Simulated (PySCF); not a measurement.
`InChI=1S/C6H5NOSe/c1-7-5-3-4-6(8-5)9-2/h3-4H,2H3`

Molfile (atoms numbered from 1):
```
C6H5NOSe
     RDKit          3D

 14 14  0  0  0  0  0  0  0  0999 V2000
   -4.2004    0.4703    0.5144 C   0  0  0  0  0  0  0  0  0  0  0  0
   -3.0273    0.4443    0.3946 N   0  0  0  0  0  0  0  0  0  0  0  0
   -1.6842    0.4330    0.2601 C   0  0  0  0  0  0  0  0  0  0  0  0
   -0.7459    1.4255    0.2975 C   0  0  0  0  0  0  0  0  0  0  0  0
    0.5095    0.7829    0.0882 C   0  0  0  0  0  0  0  0  0  0  0  0
    0.2296   -0.5524   -0.0596 C   0  0  0  0  0  0  0  0  0  0  0  0
    1.2739   -2.0842   -0.3667 Se  0  0  0  0  0  2  0  0  0  0  0  0
    2.9775   -1.1644   -0.4138 C   0  0  0  0  0  0  0  0  0  0  0  0
   -1.0964   -0.7700    0.0437 O   0  0  0  0  0  0  0  0  0  0  0  0
   -0.9403    2.4830    0.4558 H   0  0  0  0  0  0  0  0  0  0  0  0
    1.4877    1.2542    0.0525 H   0  0  0  0  0  0  0  0  0  0  0  0
    3.1742   -0.6695    0.5464 H   0  0  0  0  0  0  0  0  0  0  0  0
    3.0015   -0.4397   -1.2383 H   0  0  0  0  0  0  0  0  0  0  0  0
    3.7377   -1.9374   -0.5868 H   0  0  0  0  0  0  0  0  0  0  0  0
  1  2  3  0
  2  3  1  0
  3  4  2  0
  4  5  1  0
  5  6  2  0
  6  7  1  0
  7  8  1  0
  6  9  1  0
  9  3  1  0
  4 10  1  0
  5 11  1  0
  8 12  1  0
  8 13  1  0
  8 14  1  0
M  CHG  2   1  -1   2   1
M  END
```

Computed with PySCF, quadratic response CAM-B3LYP/aug-cc-pVDZ first hyperpolarisability, Taylor convention, gas phase. Geometry: PBE0-D3(BJ)/def2-SVP.

The calculation is non-relativistic, which matters for the atoms heavier than Zn.

**Question.** Give the tensor of the static β(0;0,0) in the axes of these coordinates.

**Answer.** In au, Taylor convention; rows are the first index (the induced dipole):
|  | xx | yy | zz | xy | xz | yz |
| --- | --- | --- | --- | --- | --- | --- |
| x | +889.9 | +56.6 | -11.2 | -240.2 | -126.1 | +41.7 |
| y | -240.2 | +25.5 | +55.7 | +56.6 | +41.7 | -19.3 |
| z | -126.1 | -19.3 | +31.5 | +41.7 | -11.2 | +55.7 |

Norm of βᵢ = ⅓ Σⱼ (βᵢⱼⱼ + βⱼᵢⱼ + βⱼⱼᵢ): 955.5 au, hyper-Rayleigh value 411.2 au.
